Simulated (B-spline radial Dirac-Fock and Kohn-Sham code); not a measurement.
**Zr⁶⁺: non-radiative channels of the 3p1/2 vacancy**

System: Zr⁶⁺, [Ar] 3d10 4s2 4p4.

Calculated with a B-spline atomic structure program, using one-electron (LDA, Dirac) transition rates at Dirac-Fock energies. Kinetic energies are configuration averages from the vacuum level; the two-hole energies are estimated from single-hole states.

| transition | kinetic energy (eV) | width (meV) | share (%) |
| --- | --- | --- | --- |
| M2-M4N1 | 1.30 | 522 | 23.4 |
| M2-M5N1 | 3.72 | 84.5 | 3.8 |
| M2-M4N2 | 27.99 | 374 | 16.8 |
| M2-M4N3 | 30.24 | 595 | 26.7 |
| M2-M5N2 | 30.30 | 512 | 23.0 |
| M2-M5N3 | 32.71 | 57.8 | 2.6 |
| M2-N1N2 | 171.4 | 27.5 | 1.2 |
| M2-N2N2 | 195.8 | 11.1 | 0.5 |
| M2-N2N3 | 198.1 | 36.4 | 1.6 |

Coster-Kronig rates are the weakest part of this model and often come out 1.5 to 2.5 times too large. Channels within a few eV of threshold rest on estimated energies and may be closed in reality. The listed channels hold 100 % of the non-radiative rate. Summed by principal shells, of 2.23 eV in all: MMN 96.3 %, MNN 3.7 %.
